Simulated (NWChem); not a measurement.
CH3FO2Si; SMILES O=CO[SiH2]F

```xyz
8

O      0.5897     2.0471     0.0000
C     -0.5398     1.6384     0.0000
O     -0.8491     0.3471     0.0000
Si     0.4707    -0.7430     0.0000
F     -0.2578    -2.1829     0.0000
H     -1.4438     2.2809     0.0000
H      1.2437    -0.6085    -1.2531
H      1.2437    -0.6085     1.2531
```
Atoms are numbered in this order, from 1.

Program: NWChem. All runs use the structure optimised with PBE0/def2-SVP. Hybrids' shares of exact exchange are those that their runs print; pure functionals count as 0. The functionals differ in more than this share.

```
row               share of exact exchange  highest occupied level (eV)
----------------  -----------------------  ---------------------------
PBE/def2-TZVP                        0.00                        -7.14
BLYP/def2-TZVP                       0.00                        -7.06
B3LYP/def2-TZVP                      0.20                     withheld
PBE0/def2-TZVP                       0.25                        -8.83
PW6B95/def2-TZVP                     0.28                        -9.01
```

Problem. Fit a straight line of the last column on the one before it, predict the withheld value, and compare with the run.

Solution. 
1. Means of the 4 shown rows: x = 0.133, y = -8.010. Slope Σ(x − x̄)(y − ȳ)/Σ(x − x̄)² = -0.4850/0.07068 = -6.862; intercept -7.101.
2. The shown rows scatter about the line by 0.030 (root mean square); the largest residual is +0.04, at BLYP/def2-TZVP.
3. At x = 0.20 (B3LYP/def2-TZVP; inside the shown range) the line gives -8.47.
4. The run gives -8.58, -0.11 from the line, 3.7 times the scatter.
